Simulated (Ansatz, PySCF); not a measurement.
trans-(1R,2R)-1-chloro-2-methylcyclopropane (C4H7Cl), SMILES [C@H]1(Cl)[C@@H](C1)C. Atoms are numbered in the order given.

```xyz
12

C      2.3140     0.4942    -0.1689
C      1.0346    -0.2781     0.0538
C      0.2370    -0.8354    -1.1065
C     -0.2884     0.3248    -0.3134
Cl    -1.6924     0.0995     0.7534
H      2.5255     1.1690     0.6763
H      2.2555     1.1072    -1.0827
H      3.1731    -0.1874    -0.2813
H      1.0132    -0.8928     0.9600
H      0.5818    -0.6355    -2.1261
H     -0.2582    -1.7999    -0.9704
H     -0.3027     1.3159    -0.7740
```
Charge 0, spin multiplicity 1.

Geometry optimised at B3LYP-D3(BJ)/def2-SVP.

Vertical ionisation energy (IE) and electron affinity (EA) in eV. Rows of orbital energies are one-electron estimates. Where ΔSCF, EOM or ADC give a negative EA the extra electron is unbound and the value depends on the basis.

```json
[
 {"level": "−ε(HOMO), −ε(LUMO), CAM-B3LYP/def2-TZVP (PySCF)", "IE": "9.02", "EA": "-1.82"},
 {"level": "−ε(HOMO), −ε(LUMO), PBE/def2-TZVP (PySCF)", "IE": "[?]", "EA": "[?]"},
 {"level": "ΔSCF, PBE0/def2-SVPD (Ansatz), final states of multiplicity 2 and 2", "IE": "9.87", "EA": "-1.79"},
 {"level": "ΔSCF, PBE/def2-SVPD (Ansatz), final states of multiplicity 2 and 2", "IE": "9.55", "EA": "-1.52"}
]
```

Question: Fill in the missing entries. (The exact figures need the calculation; the answer reports its results.)

Answer: 
- −ε(HOMO), −ε(LUMO), PBE/def2-TZVP (PySCF), IE: 6.33
- −ε(HOMO), −ε(LUMO), PBE/def2-TZVP (PySCF), EA: 0.35

Question: What vertical singlet–triplet gap does ΔSCF give with PBE0/def2-SVPD (Ansatz, a program for electronic structure) and with PBE/def2-SVPD (Ansatz)? (An estimate is asked for; the answer gives what the named calculation found.)

Answer: 6.08 and 5.72 eV (triplet above singlet where positive).
